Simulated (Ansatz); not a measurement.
`[OH][SnH2][SH]` + H–F → `[F][SnH2][SH]` + H₂O at 600 K and 1 bar (ligand exchange at the Sn–O bond).

Isolated molecules relaxed with PBE0-D4/def2-TZVP in Ansatz; ΔE leaves out vibrations. CBS: MP2 limit from def2 TZ/QZ plus the TZ coupled-cluster correction, frozen cores. This one scheme is used for every species. Elements past krypton have def2 core potentials. For Sn outer-core shells are correlated without core-valence functions, which leaves a few kJ/mol of doubt a bond. One conformer a species, not always the lowest.

```
         species  CCSD(T)/CBS energy (Eh)  H − E (kJ/mol)  S (J/(mol·K))
`[OH][SnH2][SH]`               -689.41238           145.6          406.0
             H–F               -100.39570            42.3          194.0
 `[F][SnH2][SH]`               -713.44162           110.8          387.6
             H₂O                -76.37941            76.8          212.8
```

H − E and S are ideal-gas, rigid-rotor, harmonic terms from PBE0-D4/def2-TZVP, for one conformer and one mirror image of each species. 1 Eh = 2625.50 kJ/mol, R = 8.31446 J/(mol·K).

By hand: ΔE, ΔH, ΔS and ΔG.

ΔE = (-713.44162) + (-76.37941) − (-689.41238) − (-100.39570) = -0.01295 Eh = -34.0 kJ/mol. Δ(H − E) = 110.8 + 76.8 − 145.6 − 42.3 = -0.3, so ΔH = -34.3 kJ/mol. ΔS = 387.6 + 212.8 − 406.0 − 194.0 = 0.4 J/(mol·K). ΔG = -34.3 − 600 × (0.4)/1000 = -34.5 kJ/mol.

By hand: the equilibrium constant, and the temperature at which ΔG would vanish if ΔH and ΔS stayed fixed.

log₁₀ K = −ΔG/(RT ln 10) = 3.0. ΔH and −TΔS have one sign here, so there is no such temperature. One of them is within its doubt of zero, so this could turn.

The number of gas molecules stays the same, so ΔS is small and ΔH decides. A doubt of 5 kJ/mol in ΔE shifts log₁₀ K by 0.4 here. Other conformers and mirror images would add mixing entropy, several J/(mol·K) or more a flexible species. These are equilibria of isolated gas molecules and say nothing of rates. Largest T1 diagnostic: 0.013 (customary marks: 0.02 for closed shells, 0.045 for open ones).
